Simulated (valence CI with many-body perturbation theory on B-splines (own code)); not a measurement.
Results of a calculation; reference values are marked as such.
## Hyperfine factors and g values of Hf38+

Method: valence CI with perturbative core correlation (CI+MBPT): six valence electrons over a frozen Dirac-Fock core [Ar] 3d10, a basis of 9 s, 9 p, 8 d, 6 f, 3 g, 1 h functions for each j, with the one-electron correlation potential Σ1, the two-electron term Σ2, the three-electron term Σ3, Breit, model QED; selected CI, second order for the rest, scaled by the run's own slope (own B-spline code, finite nucleus).

The last digits are not significant, and no measured levels were compared; by estimate large intervals hold to a few tenths of a per cent, small ones and those within an open d or f shell to about a per cent. Among the levels kept, up to 630 cm⁻¹ of a level comes from second order outside the variational space, and about a tenth of that is noise between levels of different J, which matters for small intervals.

A/g_I is the dipole constant over the nuclear g factor μ/I (μ in nuclear magnetons, uniformly magnetised nucleus), B/Q the quadrupole constant per barn. Both hold the static response of the core; the bare values leave it out. Large factors of s and p1/2 electrons are usually good to 5 to 10 %; those of open d and f shells near neutrality can be off by tens of per cent, and small factors of p3/2, d and f electrons come from cancelling terms and can be off by a factor of two or in sign, in half-filled shells by more. B is blank for J = 1/2, where it vanishes, and for nearly pure S terms. Energies count from the lowest level. Levels with J = 0 are left out.

Levels are named by their leading jj configuration (3d3/2^4 stands for four electrons in 3d with j = 3/2), which in mixed levels can hold well under half, so a name can repeat and another be missing. Letters in brackets count levels of one name in rising energy.

```
                             Level  E (eV)      g  A/g_I (MHz)  A/g_I bare  B/Q (MHz/b)  B/Q bare
        (4s^2 4p1/2^2 4p3/2^2) J=2    0.00  1.347        49200       47200        12200     11800
          (4s^2 4p1/2 4p3/2^3) J=1   79.09  1.497       -41500      -40700       -49300    -47600
          (4s^2 4p1/2 4p3/2^3) J=2   83.42  1.146       142000      137000      -111000   -107000
    (4s^2 4p1/2^2 4p3/2 4d3/2) J=2  146.05  1.062        40800       39600        -1440     -1370
    (4s^2 4p1/2^2 4p3/2 4d3/2) J=1  148.34  1.153        21800       21300       -39200    -38000
    (4s^2 4p1/2^2 4p3/2 4d3/2) J=3  149.72  1.129        35100       34200        91700     88900
    (4s^2 4p1/2^2 4p3/2 4d5/2) J=2  162.35  1.331       126000      122000       -74700    -72200
    (4s^2 4p1/2^2 4p3/2 4d5/2) J=4  164.95  1.271        23400       22800        98400     95400
    (4s^2 4p1/2^2 4p3/2 4d5/2) J=3  177.61  1.174        22000       21600        13400     13200
    (4s^2 4p1/2^2 4p3/2 4d5/2) J=1  179.13  1.157       -65000      -61900         -205      -159
          (4s 4p1/2^2 4p3/2^3) J=2  181.44  1.402       223000      216000       -84500    -81700
          (4s 4p1/2^2 4p3/2^3) J=1  190.81  1.065      -162000     -156000       -16500    -15900
(4s^2 4p1/2 4p3/2^2 4d3/2) J=1 [a]  221.02  0.983        85600       83000       -16200    -15800
(4s^2 4p1/2 4p3/2^2 4d3/2) J=2 [a]  221.25  1.033        79300       76900       -55500    -53700
(4s^2 4p1/2 4p3/2^2 4d3/2) J=3 [a]  224.71  1.098        79600       77300        -9970     -9550
    (4s^2 4p1/2 4p3/2^2 4d3/2) J=4  228.97  1.061        85600       83000        15000     14800
(4s^2 4p1/2 4p3/2^2 4d3/2) J=2 [b]  234.02  0.838       110000      107000        53500     52000
(4s^2 4p1/2 4p3/2^2 4d5/2) J=3 [a]  238.03  1.350       -19200      -18300        20900     20300
(4s^2 4p1/2 4p3/2^2 4d5/2) J=4 [a]  238.93  1.293        -7420       -6980        45100     43900
(4s^2 4p1/2 4p3/2^2 4d5/2) J=1 [a]  241.37  0.939       286000      277000         2300      2230
(4s^2 4p1/2 4p3/2^2 4d3/2) J=2 [c]  243.29  1.287        62000       59900         6220      5830
(4s^2 4p1/2 4p3/2^2 4d3/2) J=3 [b]  243.67  1.161        11600       11300         7630      7580
(4s^2 4p1/2 4p3/2^2 4d3/2) J=1 [b]  243.72  1.581       126000      121000         3940      3840
(4s^2 4p1/2 4p3/2^2 4d5/2) J=4 [b]  244.31  1.178        71700       69500        -1880     -1660
    (4s^2 4p1/2 4p3/2^2 4d5/2) J=5  245.94  1.196        66300       64300        20600     20200
(4s^2 4p1/2 4p3/2^2 4d3/2) J=1 [c]  251.37  0.966       -74000      -70800        -1650     -1450
(4s^2 4p1/2 4p3/2^2 4d5/2) J=2 [a]  253.36  1.272       -50700      -48500        86900     84100
(4s^2 4p1/2 4p3/2^2 4d5/2) J=3 [b]  256.58  1.126        79000       76900        98800     95800
(4s^2 4p1/2 4p3/2^2 4d5/2) J=2 [b]  259.96  1.071        75900       73900        13100     12800
(4s^2 4p1/2 4p3/2^2 4d5/2) J=1 [b]  261.58  1.142       -37100      -35400         7280      7050
(4s^2 4p1/2 4p3/2^2 4d5/2) J=3 [c]  264.25  1.064        85000       82500       -71800    -69200
(4s^2 4p1/2 4p3/2^2 4d5/2) J=2 [c]  267.35  1.219         2040        2150       -78300    -75600
            (4s 4p1/2 4p3/2^4) J=1  274.65  1.325       598000      578000       -22300    -21600
```

(1) Take the isotope of mass number 179, with I = 9/2, μ = -0.6389 μN and Q = 3.79 b. What is the hyperfine structure of (4s^2 4p1/2^2 4p3/2 4d5/2) J=4?

Results:

(1) From the table A = -3320 MHz, B = 373000 MHz. Shifts from the centre of gravity in MHz: F = 1/2: 244000, F = 3/2: 204000, F = 5/2: 143000, F = 7/2: 69200, F = 9/2: -5650, F = 11/2: -66700, F = 13/2: -95400, F = 15/2: -70400, F = 17/2: 33500.
